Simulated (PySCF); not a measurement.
Compound: VF4 (doublet state).
Bonds: V1–F2, V1–F3, V1–F4, V1–F5.

The calculation used PBE0-D3(BJ)/def2-SVP geometry optimisation, gas phase (PySCF).

Task: What internal coordinates does the optimisation give?

Result: 
```csv
bond,length (Å)
V1–F2 and 3 like bonds,1.702
```

Bonds in one row agree within 0.01 Å and their mean is given. A selection of angles:
```csv
angle,degrees
F2–V1–F3,105.9
F2–V1–F4,116.4
F3–V1–F5,117.1
```

V1 (vanadium bonded to 4 F) is distorted tetrahedral (angles from 105.9° to 117.1°). All 4 F–V bonds measure 1.702 Å.

Point group: near Td, missed by 0.19 Å at most; the miss may be what the optimiser left on a soft mode (D2d holds within 0.08 Å). No frequency check. ⟨S²⟩ = 0.754 (exact for a doublet: 0.75).

For an open-shell metal species like this, the optimisation's SCF solution wasn't tested for stability and no frequencies at its level were run, so a lower state or another shape may exist.


Compound: GeHF3.
Bonds: Ge1–F3, Ge1–F4, Ge1–F5. Hydrogens: H2 on Ge1.

Theory: PySCF, PBE0-D3(BJ)/def2-SVP geometry optimisation, gas phase.

(1) What internal coordinates does the optimisation give?

Answers

(1) 
| bond | length (Å) |
| --- | --- |
| Ge1–H2 | 1.517 |
| Ge1–F3, Ge1–F4, Ge1–F5 | 1.713 |

Bonds in one row agree within 0.01 Å and their mean is given. A selection of angles:
| angle | degrees |
| --- | --- |
| H2–Ge1–F3 | 112.4 |
| F3–Ge1–F4 | 106.4 |

Ge1 (germanium bonded to 3 F and H) is tetrahedral (angles from 106.4° to 112.4°). All 3 F–Ge bonds measure 1.713 Å.

Point group: C3v (every atom within 0.08 Å of its image). Whether it is a minimum is left open (no frequencies).
